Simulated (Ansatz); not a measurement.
Ansatz (an electronic-structure program) input:

Ansatz 0.2 input:
```yaml
crystal:
  periodic: [false, false, false]
  atoms:
    - {symbol: B, position_ang: [-0.00000000, -0.00000000, -0.78400376]}
    - {symbol: B, position_ang: [0.00000000, 0.00000000, 0.78400376]}
basis:
  gaussian:
    orbitals: def2-TZVPD
hamiltonian:
  xc: {name: wB97M-V}
total_charge: -1
magnetization: {spin_polarized: true, initial_magnetization: 3}
```

What final total energy does it print?

-49.47609 Eh (wB97M-V/def2-TZVPD). The basis has 74 functions.

This state (charge -1, quartet) is run at the relaxed geometry of the species with charge 0 and multiplicity 3.
